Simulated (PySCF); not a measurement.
# Highest orbital energy against ionisation energy along group 13

Calculated with PySCF 2.14, no spin-orbit coupling. Each cell gives −ε(HOMO) / ΔSCF in eV; NIST values include spin-orbit coupling, (s) semi-empirical, (t) theoretical.

```
                                  species              UHF              LDA              PBE             PBE0           r2SCAN  NIST (lowest levels)
     B⁺ (aug-cc-pwCVDZ, non-relativistic)  23.774 / 23.441  19.404 / 24.545  19.503 / 24.610  20.788 / 24.563  19.718 / 24.244                25.155
    Al⁺ (aug-cc-pwCVDZ, non-relativistic)  17.753 / 17.540  14.913 / 18.913  14.808 / 18.788  15.752 / 18.682  14.939 / 18.396                18.829
Ga⁺ (aug-cc-pwCVDZ-PP with ECP10MDF, ECP)  19.036 / 18.758  16.595 / 21.099  16.238 / 20.684  17.147 / 20.372  16.582 / 20.495                20.515
In⁺ (aug-cc-pwCVDZ-PP with ECP28MDF, ECP)  17.279 / 17.008  15.367 / 19.491  14.981 / 19.050  15.775 / 18.718  15.191 / 18.802                18.870
Tl⁺ (aug-cc-pwCVDZ-PP with ECP60MDF, ECP)  18.718 / 18.360  16.659 / 20.963  16.264 / 20.503  17.126 / 20.186  16.479 / 20.326                20.428
```

How far is −ε(HOMO) from ΔSCF on average for each method, and why?

UHF 0.29 eV; LDA -4.41 eV; PBE -4.37 eV; PBE0 -3.19 eV; r2SCAN -3.87 eV. Hartree-Fock orbital energies lack relaxation and so exceed the ΔSCF value; semilocal functionals have convex E(N) from self-interaction, so their HOMO lies far too high; exact exchange moves hybrids part of the way back.
